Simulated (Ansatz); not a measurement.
Geometry optimisation, RKS PBE0-D4/def2-SVP in Ansatz.

The input (input.yaml):

```yaml
crystal:
  periodic: [false, false, false]
  atoms:
    - { symbol: Hf, position_ang: [0.0, 0.0, 0.0] }
    - { symbol: F, position_ang: [0.0, 0.0, 2.33] }
    - { symbol: F, position_ang: [1.8671, 0.0, -0.6593] }
    - { symbol: "N", position_ang: [-1.0409, 1.8034, -0.7359] }
    - { symbol: H, position_ang: [-2.061, 1.7482, -1.0186] }
    - { symbol: H, position_ang: [-0.5204, 2.7241, -0.8065] }
    - { symbol: F, position_ang: [-0.9326, -1.6157, -0.6593] }
    - { symbol: P, position_ang: [-2.7236, 0.0087, 0.905] }
    - { symbol: H, position_ang: [-3.4925, -0.8751, 0.1024] }
    - { symbol: H, position_ang: [-2.7746, -0.4168, 2.2588] }
    - { symbol: H, position_ang: [-1.3038, 0.0042, 2.1547] }
basis:
  gaussian: { orbitals: def2-SVP }
hamiltonian:
  xc: pbe0
  dispersion: d4
relax:
  f_tol: 0.15
  max_steps: 25
  restrain:
    - { distance: [0, 7], at: 3.77, k: 30.0 }
    - { distance: [10, 1], at: 2.12, k: 30.0 }
    - { distance: [0, 1], at: 1.98, k: 30.0 }
    - { distance: [10, 7], at: 1.42, k: 30.0 }
```

Launched with:

```bash
$ ansatz run input.yaml --threads 4 --pin off --max-ram 5120MiB --backend cpu --events-out ev --progress --plain --runs-dir out
```

Task: Where does it end, and by what steps?

Result: The run converged. The restraints hold the end off the free minimum; the threshold counts their pulls, which the force column leaves out. Restrained pairs: Hf1–P8 (2.87 → 3.77 Å), F2–H11 (1.32 → 2.13 Å), Hf1–F2 (2.33 → 1.96 Å), P8–H11 (1.89 → 1.42 Å). After 10 steps the energy has fallen by 4.458 eV (the restraints' own energy left out); H10 moved furthest, 0.93 Å.

| step | energy less start (eV) | largest force component (eV/Å) | accepted |
| --- | --- | --- | --- |
| 0 | 0.0000 | 2.827 | yes |
| 1 | -0.1244 | 5.755 | yes |
| 2 | -0.8872 | 6.660 | yes |
| 3 | -2.3843 | 4.879 | yes |
| 4 | -3.7265 | 1.543 | yes |
| 5 | -4.2243 | 0.851 | yes |
| 6 | -4.3847 | 0.749 | yes |
| 7 | -4.4366 | 0.638 | yes |
| 8 | -4.4471 | 0.753 | yes |
| 9 | -4.4529 | 0.778 | yes |
| 10 | -4.4580 | 0.741 | yes |

```xyz
11
Properties=species:S:1:pos:R:3
Hf 0.178 -0.014 -0.110
F 0.261 -0.010 1.845
F 1.951 0.245 -0.768
N -0.878 1.578 -0.747
H -1.881 1.626 -0.913
H -0.480 2.496 -0.939
F -0.652 -1.613 -0.758
P -3.190 0.255 1.564
H -2.892 -0.490 0.378
H -3.554 -0.922 2.288
H -1.845 0.230 2.031
```

Run time: 14 s on 4 threads of AMD EPYC 9R45 96-Core Processor (Zen 5) (shared host), peak memory 0.36 GiB.
